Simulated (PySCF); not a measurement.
## Relaxation of singlet CoBr₃

Computed with B3LYP in PySCF with Co def2-SVP, Br def2-SVP; no relativity; density-fitted integrals. A (50,194) grid was used.

A hand-made T-shaped start, of C2v symmetry, held to at least that symmetry:

```xyz
4
charge 0 multiplicity 1, angstrom
Co    0.0000    0.0000   -0.6424
Br    0.0000    0.0000    1.6076
Br    2.2486    0.0000   -0.5639
Br   -2.2486    0.0000   -0.5639
```

Problem. What forces act on the atoms at the start (eV/Å)?

Solution. 
```csv
atom,Fx,Fy,Fz
Co1,0.00,0.00,0.84
Br2,0.00,0.00,0.94
Br3,-0.11,0.00,-0.89
Br4,0.11,0.00,-0.89
```

Problem. What does it relax to?

Solution. It ends at C2v with Co–Br 2.217 Å (×2), Co–Br 2.275 Å; Br–Co–Br 100.1° (×2), Br–Co–Br 159.7° (after a last refinement on a finer grid). A frequency run shows 1 imaginary mode, down to 252i cm⁻¹, so it is a saddle point.

Problem. How much energy is released, and in how many steps?

Solution. 38.3 kJ/mol in 6 steps.

Stability towards spin polarisation was not tested.
